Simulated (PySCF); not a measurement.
Isomers of C3H6OSi. Level of theory: PBE0-D3(BJ)/def2-SVP geometry optimisation, gas phase in PySCF. One conformer each; no zero-point energy, no entropy. No frequencies were run at this level. Point groups hold within 0.08 Å.

Problem. Rank from lowest to highest electronic energy at this level (kcal/mol).
A. `[CH2:1]=[CH:2][SiH2:3][CH:4]=[O:5]` with C1–C2–Si3–C4 113°, C2–Si3–C4–O5 108°
B. `[SiH3:1][O:2][CH:3]1[CH:4]=[CH:5]1` with Si1–O2–C3–C4 153°

Solution. A (0.0), B (11.5).

As drawn, the lower has a C=O bond and an Si–C bond, which the higher lacks; the higher has a three-membered ring and an Si–O bond, which the lower lacks.

| SMILES | E (Eh) | E rel (kcal/mol) | dipole (D) | point group | A, B, C (MHz) |
| --- | --- | --- | --- | --- | --- |
| C=C[SiH2]C=O | -482.01281 | 0.0 | 2.66 | C1 | 10364, 1904, 1776 |
| [SiH3]OC1C=C1 | -481.99456 | 11.5 | 1.32 | C1 | 14735, 2194, 2061 |
